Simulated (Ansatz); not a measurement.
(ClBe-mu-OH)2 (Be₂Cl₂O₂H₂). The state is a triplet with charge 0. Geometry r2SCAN-D4/def2-SVP, that of the neutral singlet; atoms count from 1.

```xyz
8

Be    0.302    0.283    1.059
Cl    0.792    0.750    2.790
O    -0.746   -0.731    0.408
Be   -0.301   -0.285   -1.059
Cl   -0.794   -0.747   -2.790
O     0.748    0.729   -0.408
H    -1.388   -1.355    0.758
H     1.387    1.356   -0.758
```

At PBE0-D4/def2-TZVP a singlet of charge 0 lies 7.14 eV below the triplet at the same geometry.

Q: Estimate the Mulliken populations from the PBE0/def2-TZVP orbitals of Ansatz.

A: 
| atom | charge (e) | spin (α − β) |
| --- | --- | --- |
| Be1 | -0.10 | 0.39 |
| Cl2 | 0.06 | 0.49 |
| O3 | -0.21 | 0.01 |
| Be4 | -0.10 | 0.39 |
| Cl5 | 0.06 | 0.49 |
| O6 | -0.21 | 0.01 |
| H7 | 0.25 | 0.11 |
| H8 | 0.25 | 0.11 |
Mulliken values and Mayer orders depend strongly on the basis.

Q: Where does the spin sit?

A: Summed by element: Be 0.79, Cl 0.98, O 0.03, H 0.21, of 2 unpaired in all. Largest on single atoms: Cl5 0.49, Cl2 0.49, Be4 0.39.

Q: And the Mayer bond orders between bonded heavy atoms (over 0.3)?

A: Be1–Cl2 0.97 (1.86 Å); Be1–O3 0.80 (1.60 Å); Be1–Be4 0.41 (2.27 Å); Be1–O6 0.80 (1.60 Å); O3–Be4 0.80 (1.60 Å); Be4–Cl5 0.97 (1.86 Å); Be4–O6 0.80 (1.60 Å). Values over 0.3 also appear between atoms too far apart for a bond (Cl2–Cl5 0.40 at 5.99 Å); they arise where an orbital or an unpaired electron spreads over both atoms.
